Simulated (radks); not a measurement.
Values are calculated unless marked as measured or tabulated.
Problem. Neutral praseodymium: order these configurations by energy. Level of theory: scalar-relativistic Kohn-Sham, LDA (Slater exchange, Perdew-Wang correlation), spin-polarised, spherical densities, finite nucleus; Fermi nuclear charge, rms radius of each element as measured or else 0.836 A^(1/3) + 0.57 fm (a radial shooting solver on a logarithmic mesh with Libxc functionals). Open shells are filled with parallel spins first. [Xe] 4f2 5d1 6s2; [Xe] 4f2 6s2 6p1; [Xe] 4f3 5d1 6s1; [Xe] 4f3 6s1 6p1; [Xe] 4f3 6s2; [Xe] 4f4 6s1.

Solution. From the lowest, in eV above it: [Xe] 4f3 6s2 0.000; [Xe] 4f3 5d1 6s1 0.980; [Xe] 4f2 5d1 6s2 1.599; [Xe] 4f3 6s1 6p1 1.840; [Xe] 4f4 6s1 2.743; [Xe] 4f2 6s2 6p1 4.052.
